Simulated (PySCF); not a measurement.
Ionisation energy of Gd³⁶⁺ by level of theory

Gd³⁶⁺ [Ar] 3d10 → Gd³⁷⁺ [Ar] 3d9 [3d3/2^4 3d5/2^5, M_J = 5/2], as a difference of total energies. Calculation: PySCF 2.14, in an even-tempered Gaussian basis (16 s from 7 bohr⁻², ratio 2.8; 13 p from 9 bohr⁻², ratio 2.8; 8 d from 9 bohr⁻², ratio 2.8; 3 f from 37 bohr⁻², ratio 3); the two-component X2C-1e Hamiltonian. Correlated levels: [Ne] frozen; the 80 highest virtual spinors dropped. "Screened" scales the spin-orbit matrix elements by Boettger's factors to mimic the two-electron term; Breit and QED terms are absent.

```tsv
method	ionisation energy (eV)
GHF (spin-free)	2635.4
GMP2 (spin-free)	2636.7
GHF (screened spin-orbit)	2621.9
GMP2 (screened spin-orbit)	2623.2
```

Breit and QED terms and the two-electron picture change are absent.

The spin-free rows lack the spin-orbit shift.

For comparison: 2621 ± 5 eV (theoretical estimate listed by NIST; NIST Atomic Spectra Database, ionization energies).
